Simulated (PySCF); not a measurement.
C$_{3}$H$_{12}$N$_{2}$Si$_{3}$, singlet, at the geometry of the source list; DF-M062X/pcseg-1 in PySCF.

Here is a job for PySCF.
```python
from pyscf import gto, scf, dft

mol = gto.M(
    atom='''
C    -0.189300    1.861500    1.174900
C    -0.202200    0.753400    0.410400
C    -1.524500    0.398100   -0.317600
N    -2.411300   -0.368300    0.579200
Si   -1.209800   -0.622200   -1.923500
Si    0.871500   -1.241000   -1.122800
N     0.890100   -0.120300    0.203200
Si    2.452600   -0.168600    0.889400
H     0.688900    2.190900    1.717300
H    -1.074700    2.481600    1.279800
H    -2.048300    1.310100   -0.629000
H    -2.665500    0.233200    1.362800
H    -1.869700   -1.125400    1.000000
H    -1.122500    0.263700   -3.123000
H    -2.152900   -1.763400   -2.128700
H     1.959300   -0.949200   -2.094500
H     0.895000   -2.631900   -0.598700
H     3.397900    0.547900   -0.001200
H     2.421000    0.517600    2.203700
H     2.894500   -1.567600    1.118100
''',
    basis='pcseg-1',
    charge=0,
    spin=0,
    verbose=4,
)

mf = dft.RKS(mol)
mf.xc = 'm062x'
mf = mf.density_fit(auxbasis='def2-universal-jkfit')
mf.kernel()
```

Problem. Predict the main parts of the log of this PySCF run.

Solution. 
```
PySCF version 2.14.0

[INPUT] verbose = 4
[INPUT] num. atoms = 20
[INPUT] num. electrons = 86
[INPUT] charge = 0
[INPUT] spin (= nelec alpha-beta = 2S) = 0
[INPUT] symmetry False subgroup None
[INPUT] Mole.unit = angstrom
[INPUT] Symbol           X                Y                Z      unit          X                Y                Z       unit  Magmom
[...]
nuclear repulsion = 633.597123918093
number of shells = 48
number of NR pGTOs = 341
number of NR cGTOs = 184
basis = pcseg-1
ecp = {}

******** <class 'pyscf.df.df_jk.DFRKS'> ********
method = DFRKS
initial guess = minao
damping factor = 0
level_shift factor = 0
DIIS = <class 'pyscf.scf.diis.CDIIS'>
diis_start_cycle = 1
diis_space = 8
diis_damp = 0
SCF conv_tol = 1e-09
SCF conv_tol_grad = None
SCF max_cycles = 50
direct_scf = False
XC library pyscf.dft.libxc version 7.1.2
    S. Lehtola, C. Steigemann, M. J. T. Oliveira, and M. A. L. Marques,  SoftwareX 7, 1–5 (2018)
XC functionals = m062x
    Y. Zhao and D. G. Truhlar,  Theor. Chem. Acc. 120, 215 (2008)
    Y. Zhao and D. G. Truhlar,  Theor. Chem. Acc. 120, 215 (2008)
radial grids:
    Treutler-Ahlrichs [JCP 102, 346 (1995); DOI:10.1063/1.469408] (M4) radial grids

becke partition: Becke, JCP 88, 2547 (1988); DOI:10.1063/1.454033
pruning grids: <function nwchem_prune>
grids dens level: 3
symmetrized grids: False
atomic radii adjust function: <function treutler_atomic_radii_adjust>
small_rho_cutoff = 0
Set gradient conv threshold to 3.16228e-05
Initial guess from minao.
tot grids = 245400
******** <class 'pyscf.df.df.DF'> ********
auxbasis = def2-universal-jkfit
init E= -1100.26963671054
[...]
cycle= 1 E= -1099.20899002105  delta_E= 1.06  |g|= 0.401  |ddm|= 4.55
[...]
cycle= 2 E= -1099.22856464883  delta_E= -0.0196  |g|= 0.349  |ddm|= 0.81
[...]
cycle= 3 E= -1099.25622125518  delta_E= -0.0277  |g|= 0.0704  |ddm|= 0.375
[...]
cycle= 4 E= -1099.25733162924  delta_E= -0.00111  |g|= 0.0321  |ddm|= 0.104
[...]
cycle= 5 E= -1099.25757370427  delta_E= -0.000242  |g|= 0.00918  |ddm|= 0.0436
[...]
cycle= 6 E= -1099.2575934334  delta_E= -1.97e-05  |g|= 0.00319  |ddm|= 0.0138
[...]
cycle= 7 E= -1099.2575960095  delta_E= -2.58e-06  |g|= 0.000703  |ddm|= 0.00418
[...]
cycle= 8 E= -1099.25759616502  delta_E= -1.56e-07  |g|= 0.000169  |ddm|= 0.00131
[...]
cycle= 9 E= -1099.25759617613  delta_E= -1.11e-08  |g|= 6.18e-05  |ddm|= 0.000396
[...]
cycle= 10 E= -1099.25759617734  delta_E= -1.22e-09  |g|= 2.71e-05  |ddm|= 0.000143
[...]
cycle= 11 E= -1099.25759617758  delta_E= -2.39e-10  |g|= 5.99e-06  |ddm|= 4.91e-05
[...]
Extra cycle  E= -1099.25759617759  delta_E= -4.55e-12  |g|= 5.4e-06  |ddm|= 1.64e-05
converged SCF energy = -1099.25759617759
```
